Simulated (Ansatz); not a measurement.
`[F][SnH2][AsH2]` + CH₃NH₂ → `C[NH][SnH2][F]` + `[AsH3]` at 700 K and 1 bar (cleavage of the Sn–As bond).

Calculated with Ansatz (gas phase, PBE0-D4/def2-TZVP geometries, no zero-point term in ΔE). CCSD(T)/CBS is the MP2 limit (def2-TZVPP, def2-QZVPP) plus CCSD(T) − MP2 in def2-TZVPP, frozen cores. Elements past krypton have def2 core potentials. For As, Sn outer-core shells are correlated without core-valence functions, which leaves a few kJ/mol of doubt a bond. Scalar relativity is left out up to krypton. Each species was taken in one conformer, which may not be the lowest.

```
          species  CCSD(T)/CBS energy (Eh)  H − E (kJ/mol)  S (J/(mol·K))
`[F][SnH2][AsH2]`              -2551.25762           145.2          440.6
           CH₃NH₂                -95.75281           207.6          296.6
 `C[NH][SnH2][F]`               -410.19979           256.5          458.1
         `[AsH3]`              -2236.79077            87.1          262.7
```

H − E and S are ideal-gas, rigid-rotor, harmonic terms from PBE0-D4/def2-TZVP, for one conformer and one mirror image of each species. 1 Eh = 2625.50 kJ/mol, R = 8.31446 J/(mol·K).

Question: By hand: ΔE, ΔH, ΔS and ΔG.

Answer: ΔE = (-410.19979) + (-2236.79077) − (-2551.25762) − (-95.75281) = 0.01987 Eh = 52.2 kJ/mol. Δ(H − E) = 256.5 + 87.1 − 145.2 − 207.6 = -9.2, so ΔH = 43.0 kJ/mol. ΔS = 458.1 + 262.7 − 440.6 − 296.6 = -16.4 J/(mol·K). ΔG = 43.0 − 700 × (-16.4)/1000 = 54.5 kJ/mol.

Question: By hand: the equilibrium constant, and the temperature at which ΔG would vanish if ΔH and ΔS stayed fixed.

Answer: log₁₀ K = −ΔG/(RT ln 10) = -4.1. ΔH and −TΔS have one sign here, so there is no such temperature.

ΔH outweighs TΔS. A doubt of 5 kJ/mol in ΔE shifts log₁₀ K by 0.4 here. Other conformers and mirror images would add mixing entropy, several J/(mol·K) or more a flexible species. These are equilibria of isolated gas molecules and say nothing of rates. Largest T1 diagnostic: 0.013 (customary marks: 0.02 for closed shells, 0.045 for open ones).
